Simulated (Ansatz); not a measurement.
Molecule: CH$_{2}$NO (charge +1, singlet). It need not be the lowest isomer of its formula. 
Coordinates optimised at B3LYP-D3(BJ)/def2-TZVP (Ansatz, a quantum-chemistry and plane-wave program):
```
C
N 1 1.1405
O 1 1.2401 2 174.27
H 3 0.9817 1 117.72 2 -180.00
H 2 1.0092 4 165.89 3 180.00
```
Charge +1, spin multiplicity 1.

Basis-set convergence of Hartree-Fock and CCSD correlation energies (hartree) with Ansatz. Cores are frozen in the correlated levels unless marked. Spin-orbit coupling is left out. No relativistic terms.

```csv
basis,functions,E(HF),"E(corr, CCSD)"
cc-pVDZ,-,-168.04536,-0.47004
cc-pVTZ,118,-168.09751,-0.57193
cc-pVQZ,225,-168.10966,-0.60655
```

Extrapolating the two largest sets (X = 3 and 4) as X^-3: E(corr) = (64·(-0.60655) - 27·(-0.57193))/37 = -0.6318 Eh, an estimate of the basis-set limit. The largest set recovers 96.0 % of it, the smallest 74.4 %.
